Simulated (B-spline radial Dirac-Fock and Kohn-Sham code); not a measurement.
**Width and fluorescence yield of the M5 (3d5/2) hole, Ga to Te**

Level of theory: independent-particle rates on relativistic LDA orbitals of the hole state (multipoles up to L = 3, Coulomb Auger matrix elements, transition energies from Dirac-Fock); a radial finite-basis atomic code. Free neutral atoms. Recommended widths: Campbell and Papp (2001); yields: xraylib tables.

```csv
Z,element,Γ (eV),recommended Γ,ω,Coster-Kronig yield
31,Ga,0.0107,–,5.93e-06,0.000
32,Ge,0.0250,0.0440,1.24e-05,0.000
33,As,0.0627,0.0600,1.42e-05,0.000
34,Se,0.0727,0.0660,2.73e-05,0.000
35,Br,0.0791,0.0700,4.78e-05,0.000
36,Kr,0.0833,0.0720,7.82e-05,0.000
37,Rb,0.0751,0.0690,0.000131,0.000
38,Sr,0.0695,0.0640,0.000201,0.000
40,Zr,0.0906,0.0740,0.000262,0.000
41,Nb,0.125,0.0950,0.000232,0.000
42,Mo,0.152,0.120,0.000234,0.000
43,Tc,0.168,0.140,0.000262,0.000
44,Ru,0.223,0.170,0.000229,0.000
46,Pd,0.335,0.260,0.000207,0.000
47,Ag,?,?,?,?
48,Cd,0.418,0.350,0.000230,0.000
49,In,0.459,0.390,0.000247,0.000
50,Sn,0.500,0.440,0.000268,0.000
51,Sb,0.539,0.480,0.000292,0.000
52,Te,0.577,0.520,0.000320,0.000
```

Question: What does the model give for Ag?

Answer: Γ = 0.376 eV, ω = 0.000218, Coster-Kronig yield 0.000; the recommended width is 0.310 eV.

Values without a named source are computed, but for edge energies of neutral atoms, which are taken from tables.
